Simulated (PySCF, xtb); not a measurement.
C2H7ClOSi2, SMILES C=C([SiH3])O[SiH2]Cl.

xtb 6.7.1 with GFN2-xTB at its own geometry gives an orbital gap of 4.43 eV and a dipole moment of 1.95 D.

Geometry: B3LYP-D3(BJ)/def2-SVP. This is a generated structure with no PubChem entry under its InChIKey; it may be hypothetical. The values are those of a single conformer.

Task: What does PBE/def2-TZVP (PySCF) give? (An estimate is asked for; the answer gives what the named calculation found.)

Result: gap 4.84 eV (levels -6.24 and -1.41 eV), dipole 0.93 D.
